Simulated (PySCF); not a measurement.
## Orbital picture of KTl

r²SCAN at R = 3.784 Å; basis K def2-SVP, Tl def2-SVP with ECP60; scalar-relativistic core potentials; PySCF 2.14. State: ¹Σ⁺ (singlet), closed shell. Only the outer orbitals are listed, counted within each symmetry, core potentials removing the inner ones.

```
orbital  occ.  ε (eV)  on K (%)          main shells (%)
     1δ     2  -15.79         0                 100 Tl d
     1δ     2  -15.79         0                 100 Tl d
     4π     2  -15.48         0                 100 Tl d
     4π     2  -15.48         0                 100 Tl d
     8σ     2  -15.37         0                 100 Tl d
     9σ     2   -9.21         3                  97 Tl s
    10σ     2   -2.51        43          57 Tl p, 42 K s
     5π     0   -1.88         9                  90 Tl p
     5π     0   -1.88         9                  90 Tl p
    11σ     0   -1.36        72  53 K s, 28 Tl p, 18 K p
```

Problem. Which are the highest filled and the lowest empty level, where do they sit, and how wide is the gap?

Solution. Highest filled 10σ at -2.51 eV (in %: 57 Tl p, 42 K s); lowest empty 5π at -1.88 eV (in %: 90 Tl p); the gap at r²SCAN is 0.63 eV.

| Item | Value |
| --- | --- |
| bond order (Mayer) | 1.04 |
| ⟨S²⟩ | 0.000 |
| charge on K (Mulliken, basis-dependent) | 0.08 |
| charge on K (Löwdin, basis-dependent) | 0.07 |
| dipole moment (positive dipole means K(−)Tl(+)) | -2.97 D |

Closed-shell solutions of metal pairs were not tested for spin polarisation, which can lower them a little. Spin–orbit coupling is left out, which matters for elements this heavy, above all for dissociation energies.
